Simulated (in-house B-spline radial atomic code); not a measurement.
A fraction x of an electron is added to 5p in Sb, starting from [Kr] 4d10 5s2 5p3 and keeping the highest spin. All numbers are computed (scalar-relativistic (X2C) r2SCAN, spin-polarised, spherical fractional occupations; Fermi nucleus of rms radius 4.6802 fm) with an all-electron radial atomic-structure program (B-spline basis), not measured.

```csv
x,E(x) - E(0) (eV),5p down level (eV)
0,0.0000,-
0.1,-0.2690,-2.503
0.2,-0.4964,-2.038
0.3,?,?
0.4,-0.8068,-1.065
0.5,?,?
0.6,-0.9241,-0.116
```

What belongs in the row x = 0.3?

An energy change of -0.6760 eV; 5p down at -1.552 eV.

What belongs in the row x = 0.5?

An energy change of -0.8892 eV; 5p down at -0.585 eV.

Check Janak's theorem between x = 0.1 and 0.2.

The slope of the energy is -2.27 eV; the orbital levels give -2.27 eV (ε of the filling orbital, averaged over the two points).

Up to what added charge does this functional bind the extra electron?

The highest level rises by about 4.7 eV per electron near x = 0.6 and would reach zero near x = 0.62, so a whole extra electron isn't bound at the basis-set limit.
